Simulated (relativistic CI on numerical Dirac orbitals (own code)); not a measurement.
## Magnetism of Eu2+, 4f7, in a crystal field

Calculated by Dirac-Coulomb-Breit CI, separate exchange-only KLI orbitals for each configuration, a model potential for QED, valence Slater integrals scaled by 0.75, one configuration in a parametric crystal field (own radial code).

Field parameters in Wybourne normalisation; cubic f-shell fields have B⁴₄ = √(5/14) B⁴₀ and B⁶₄ = −√(7/2) B⁶₀. The field is a parameter set, without covalency.

S is read from ⟨S²⟩ = S(S + 1).

Powder χT (cm³ K mol⁻¹) by Van Vleck's formula, with temperature-independent terms:

```csv
Field,2 K,5 K,10 K,20 K,50 K,100 K,200 K,300 K
"D3d, B20 = 1290, B40 = 670, B43 = 670, B60 = 300, B63 = -470, B66 = 330 cm⁻¹",7.77,7.82,7.82,7.82,7.83,7.83,7.83,7.83
"Oh, B40 = -220, B60 = -410 cm⁻¹",7.83,7.83,7.83,7.83,7.83,7.83,7.83,7.83
```

(1) For D3d, B20 = 1290, B40 = 670, B43 = 670, B60 = 300, B63 = -470, B66 = 330 cm⁻¹: what effective moment follows at 300 K?

Results:

(1) μ_eff = √(8χT) = 7.91 μB. The LS value g√(J(J + 1)) of the free ion's ⁸S°7/2 level is 7.94 μB.
